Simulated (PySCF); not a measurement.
Gas-phase reaction: 2 GeS + H2SO4 ⇌ Ge2O2 + SO2 + H2S2

Computed with PySCF and rigid-rotor harmonic-oscillator thermochemistry at 1 bar. † marks an energy on the PBE0/def2-TZVP geometry and frequencies; other levels use their own. MP2 and CCSD(T) freeze the core. 6-31G* has spherical d functions here. All species are closed-shell singlets. B3LYP is the form with VWN-RPA correlation. Ge: all electrons, no relativistic terms. No R ln 2 is added for the mirror-image form of H2SO4, H2S2. Ge2O2: computed as isolated molecules; such fragments, hydroxides, amides, oligomers or adducts are transient or little studied in the gas. MP2 isn't extrapolated to the basis-set limit; its ΔH°(298 K) is -96.2 kJ in def2-SVP and -65.5 kJ in def2-TZVPP. CCSD(T) isn't extrapolated to the basis-set limit; its ΔH°(298 K) is -88.3 kJ in def2-SVP and -62.4 kJ in def2-TZVPP. The harmonic model lacks anharmonicity and excited electronic states, which grow with temperature; levels with a mode under 35 cm⁻¹ are left out. Internal rotation in H2SO4, H2S2 is treated as a harmonic vibration of one conformer, which makes the entropy rough. Warning, large T1 diagnostic: SO2 (CCSD(T)/def2-TZVPP†).

| level | ΔE electronic, kJ | ΔH°(298 K), kJ | ΔS°(298 K), J/K | ΔG°(2000 K), kJ |
|---|---|---|---|---|
| B3LYP/6-31G* | -66 | -89 | 29 | -146 |
| B3LYP/def2-TZVP† | -42 | -66 | 31 | -127 |
| CCSD(T)/def2-TZVPP† | -38 | -62 | 31 | -124 |
| HF/6-31G* | -13 | -37 | 28 | -91 |
| M06-2X/def2-TZVP† | -60 | -84 | 31 | -145 |
| MP2/def2-SVP† | -72 | -96 | 31 | -157 |
| PBE0/def2-SVP† | -39 | -63 | 31 | -124 |
| r2SCAN/def2-TZVP† | -21 | -45 | 31 | -106 |
| LDA/def2-TZVP† | -13 | -37 | 31 | -98 |
| ωB97X-V/def2-TZVP† | -54 | -78 | 31 | -139 |
ΔH° is lowest at MP2/def2-SVP† and highest at LDA/def2-TZVP†. No reference value is set beside these.
